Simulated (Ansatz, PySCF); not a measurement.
C2H7NOSe, SMILES CN(C)[Se]O. Atoms are numbered in the order given.

```xyz
12

Se     0.6384     0.5444     0.2579
O     -0.4856     1.9230    -0.1609
H     -1.0659     2.0453     0.6013
N     -0.2225    -0.9329    -0.2948
C     -1.3478    -1.4130     0.4759
C     -0.3264    -1.1764    -1.7179
H     -2.2957    -0.9005     0.2169
H     -1.4909    -2.4916     0.2919
H     -1.1547    -1.2700     1.5478
H     -0.4648    -2.2560    -1.8991
H     -1.1768    -0.6397    -2.1808
H      0.5966    -0.8554    -2.2184
```

Geometry: PBE0-D3(BJ)/def2-SVP. The values are those of a single conformer.

Two levels are set side by side: PBE-D3(BJ)/def2-SVP (Ansatz, a first-principles code) and PBE0-D3(BJ)/def2-SVP (Ansatz). Each level has its own optimised geometry; the coordinates shown are those of the second. Frequencies come from the Hessian of PySCF at each geometry. Differences are taken from unrounded values.

```
quantity                            PBE0-D3(BJ)
----------------------------------  -----------
mean bond length (Å)                      1.282
bond Se1–O2 (Å)                           1.827
bond Se1–N4 (Å)                           1.797
bond N4–C5 (Å)                            1.446
bond N4–C6 (Å)                            1.448
bond O2–H3 (Å)                            0.966
bond C5–H7 (Å)                            1.108
bond C5–H8 (Å)                            1.103
bond C5–H9 (Å)                            1.098
bond C6–H10 (Å)                           1.103
bond C6–H11 (Å)                           1.107
bond C6–H12 (Å)                           1.098
highest harmonic wavenumber (cm⁻¹)         3852
mean harmonic wavenumber (cm⁻¹)            1414
zero-point energy (kcal/mol)              60.65
```

Question: What does PBE-D3(BJ) give, and how far is it from PBE0-D3(BJ)? (The exact figures need the calculation; the answer reports its results.)

Answer: 
| quantity | PBE-D3(BJ) | PBE-D3(BJ) minus PBE0-D3(BJ) |
|---|---|---|
| mean bond length (Å) | 1.296 | 0.014 |
| bond Se1–O2 (Å) | 1.868 | 0.041 |
| bond Se1–N4 (Å) | 1.821 | 0.024 |
| bond N4–C5 (Å) | 1.456 | 0.010 |
| bond N4–C6 (Å) | 1.458 | 0.010 |
| bond O2–H3 (Å) | 0.979 | 0.013 |
| bond C5–H7 (Å) | 1.117 | 0.009 |
| bond C5–H8 (Å) | 1.112 | 0.009 |
| bond C5–H9 (Å) | 1.106 | 0.008 |
| bond C6–H10 (Å) | 1.112 | 0.009 |
| bond C6–H11 (Å) | 1.116 | 0.009 |
| bond C6–H12 (Å) | 1.106 | 0.008 |
| highest harmonic wavenumber (cm⁻¹) | 3666 | -187 |
| mean harmonic wavenumber (cm⁻¹) | 1362 | -52 |
| zero-point energy (kcal/mol) | 58.40 | -2.25 |

GGA bonds tend to be longer and softer than those of functionals with exact exchange. Differences between two approximate levels are no errors against the true value.
